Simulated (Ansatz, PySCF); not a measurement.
CHO, SMILES C#[O+], charge +1.

Geometry optimised at r2SCAN-D4/def2-TZVPD.

Vertical ionisation energy (IE) and electron affinity (EA) in eV. Rows of orbital energies are one-electron estimates. Where ΔSCF, EOM or ADC give a negative EA the extra electron is unbound and the value depends on the basis.

```tsv
level	IE	EA
−ε(HOMO), −ε(LUMO), r2SCAN/def2-TZVPD (PySCF)	?	?
−ε(HOMO), −ε(LUMO), B3LYP/def2-TZVPD (PySCF)	22.55	10.49
−ε(HOMO), −ε(LUMO), PBE/def2-TZVPD (PySCF)	21.21	11.47
EOM-CCSD/aug-cc-pVDZ (PySCF)	26.62	6.33
ADC(2)/aug-cc-pVDZ (PySCF)	26.03	6.41
ΔSCF, ωB97X-V/def2-TZVPD (Ansatz), final states of multiplicity 2 and 2	26.62	6.81
ΔSCF, PBE/def2-TZVPD (Ansatz), final states of multiplicity 2 and 2	26.88	6.88
```

Task: What belongs in the gaps? (The exact figures need the calculation; the answer reports its results.)

Result: 
- −ε(HOMO), −ε(LUMO), r2SCAN/def2-TZVPD (PySCF), IE: 21.55
- −ε(HOMO), −ε(LUMO), r2SCAN/def2-TZVPD (PySCF), EA: 11.14

Task: What vertical singlet–triplet gap does ΔSCF give with ωB97X-V/def2-TZVPD (Ansatz, a first-principles code) and with PBE/def2-TZVPD (Ansatz)? (Estimate from the structure and the level; the computed values follow.)

Result: 8.31 and 8.39 eV (triplet above singlet where positive).

Computed lowest 1s main lines (those of the lightest heavy element) from CVS-ADC(2)-x/aug-cc-pVDZ (PySCF, non-relativistic), with pole strengths:
308.9 eV (1.55).

Task: Beyond the first one, list the lowest photoelectron lines from PySCF 2.14.0 with ADC(2)/aug-cc-pVDZ with their pole strengths (two spins summed). (Estimate from the structure and the level; the computed values follow.)

Result: 26.21 eV (1.72), 30.90 eV (1.82), 46.18 eV (1.55).
